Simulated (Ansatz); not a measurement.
Gas-phase electronic energies from Ansatz, PBE0-D4/def2-TZVP geometries. CCSD(T)/CBS adds triple-zeta CCSD(T) − MP2 to the extrapolated MP2 energy (def2 sets, frozen cores). This one scheme is used for every species. Each species was taken in one conformer, which may not be the lowest.

Reaction (cleavage of the Al–Si bond): `[CH3][AlH][SiH2]C` + H₂S → `[CH3][AlH][SH]` + `C[SiH3]`

| species | CCSD/def2-SVP energy (Eh) |
| --- | --- |
| `[CH3][AlH][SiH2]C` | -612.12463 |
| H₂S | -398.73209 |
| `[CH3][AlH][SH]` | -680.43315 |
| `C[SiH3]` | -330.47223 |

(1) Work out ΔE.

(2) What do rigid-rotor, harmonic-oscillator terms from PBE0-D4/def2-TZVP frequencies (298.15 K, 1 bar) make of the CCSD(T)/CBS value? (An estimate is asked.)

Largest T1 diagnostic among the species: 0.011.

## Answers

(1) ΔE = (-680.43315) + (-330.47223) − (-612.12463) − (-398.73209) = -0.04866 Eh = -127.8 kJ/mol. CCSD(T)/CBS gives -128.5 kJ/mol.

(2) Ansatz gave: ΔZPE = +5.3 kJ/mol, ΔH = -127.1 kJ/mol, ΔS = -26 J/(mol·K), ΔG = -119.4 kJ/mol. Modes under 50 cm⁻¹ make the entropy rough.

From BLYP to BHLYP (50 % exact exchange), in def2-TZVPP and without D4, ΔE moves by −8.4 kJ/mol. Leaving LDA and LC-ωPBE aside and taking each functional with its dispersion term where it has one, the values, not all of them listed here, spread over 17.0 kJ/mol, from ωB97M-V to PBE-D4. In def2-TZVPP, CCSD(T) changes the Hartree–Fock value by +13.3 kJ/mol (the triples alone add +0.6 kJ/mol) and MP2 by +3.0 kJ/mol.
